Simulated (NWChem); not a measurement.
System: GeCl$_{3}$ cation

```xyz
4

Cl    -0.5409    -1.9857     0.0000
Ge     0.0000     0.0000     0.0000
Cl    -1.4492     1.4613     0.0000
Cl     1.9901     0.5244     0.0000
```
Atoms are numbered in this order, from 1.

Level: PBE0/def2-SVP (NWChem), optimised geometry, unscaled harmonic frequencies. 

**Question.** List the harmonic frequencies with IR intensities, and the thermochemistry.

**Answer.** 
| frequency (cm⁻¹) | IR intensity (km/mol) |
|---|---|
| 142 | 5.5 |
| 142 | 5.5 |
| 147 | 6.1 |
| 425 | 0.0 |
| 544 | 66.7 |
| 544 | 66.7 |

```yaml
zero_point_energy: 2.8 kcal/mol
thermal correction to the enthalpy at 298.15 K (with zero-point energy): 6.8 kcal/mol
heat capacity Cv: 15.4 cal/(mol K)
entropy at 298.15 K and 1 atm (symmetry number 6): 76.5 cal/(mol K)
```

Rigid rotor and harmonic oscillator.
